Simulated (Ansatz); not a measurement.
Isolated molecules relaxed with PBE0-D4/def2-TZVP in Ansatz; ΔE leaves out vibrations. CCSD(T)/CBS adds triple-zeta CCSD(T) − MP2 to the extrapolated MP2 energy (def2 sets, frozen cores). This one scheme is used for every species. For Ge outer-core shells are correlated without core-valence functions, which leaves a few kJ/mol of doubt a bond. Scalar relativity is left out up to krypton. One conformer a species, not always the lowest.

Consider the formal exchange of groups at a Ge–Ge bond: `[GeH3][GeH2][SiH2][GeH2][GeH3]` + `F[SiH2]Cl` → `F[SiH](Cl)[GeH3]` + `[GeH3][SiH2][GeH2][GeH3]`.

```json
{"species": "`[GeH3][GeH2][SiH2][GeH2][GeH3]`", "CCSD(T)/CBS(def2) energy (Eh)": "-8600.75843"}
{"species": "`F[SiH2]Cl`", "CCSD(T)/CBS(def2) energy (Eh)": "-849.96195"}
{"species": "`F[SiH](Cl)[GeH3]`", "CCSD(T)/CBS(def2) energy (Eh)": "-2927.27769"}
{"species": "`[GeH3][SiH2][GeH2][GeH3]`", "CCSD(T)/CBS(def2) energy (Eh)": "-6523.43025"}
```

Q: Work out ΔE.

A: ΔE = (-2927.27769) + (-6523.43025) − (-8600.75843) − (-849.96195) = 0.01244 Eh = +7.8 kcal/mol.

Largest T1 diagnostic among the species: 0.012.

Leaving LDA and LC-ωPBE aside and taking each functional with its dispersion term where it has one, the values, not all of them listed here, spread over 3.4 kcal/mol, from B97M-V to BHLYP-D4. From PBE to PBE0 (25 % exact exchange), in def2-TZVPP and without D4, ΔE moves by +0.8 kcal/mol.
